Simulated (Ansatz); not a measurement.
Consider the redistribution: `COB(C)[SeH]` + `C[O][AlH][SH]` → `C[O][AlH][SeH]` + `COB(C)S`.

Computed with Ansatz on PBE0-D4/def2-TZVP structures; ΔE is electronic, products minus reactants. CCSD(T)/CBS adds triple-zeta CCSD(T) − MP2 to the extrapolated MP2 energy (def2 sets, frozen cores). DFT in def2-TZVPP. B3LYP here is the variant with VWN-RPA as its local correlation; programs differ in this. For Se outer-core shells are correlated without core-valence functions, which leaves a few kJ/mol of doubt a bond. Scalar relativity is left out up to krypton. Each species was taken in one conformer, which may not be the lowest.

```tsv
level	ΔE (eV)
PBE0-D4	-0.14
B3LYP-D4	-0.13
ωB97X-V	-0.13
ωB97M-V	-0.13
B3LYP	-0.14
MP2/def2-TZVPP	-0.10
SCS-MP2/def2-TZVPP	-0.11
HF/CBS(def2)	-0.16
```

What does CCSD(T)/CBS give? (An estimate is asked.)

Computed: -0.11 eV. The listed levels differ from it by -0.03, -0.02, -0.02, -0.02, -0.03, 0.01, 0.00, -0.05 eV.

Largest T1 diagnostic among the species: 0.012.

In def2-TZVPP, CCSD(T) changes the Hartree–Fock value by +0.05 eV (the triples alone add +0.00 eV) and MP2 by +0.06 eV.
